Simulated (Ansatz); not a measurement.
Ansatz results at the PBE0-D4/def2-TZVP geometry: LUMO energy (PBE0/def2-TZVPP) 0.01 eV; size of the dipole moment (B3LYP/def2-TZVPP) 1.92 D; size of the dipole moment (PBE/def2-TZVPP) 1.86 D.

**Question.** Which molecule gave them?
A. `O=[CH][Ga]([OH])[OH]`
B. `BB(C)C[SiH3]`
C. `CC1=C(F)[SiH]1F`
D. `OC(O)(F)N[SiH3]`

**Answer.** C. The others give `O=[CH][Ga]([OH])[OH]`: -2.25, 0.45, 0.34; `BB(C)C[SiH3]`: -1.55, 0.77, 0.83; `OC(O)(F)N[SiH3]`: 0.35, 1.42, 1.37.

B3LYP here is the variant with VWN-RPA as its local correlation; programs differ in this.
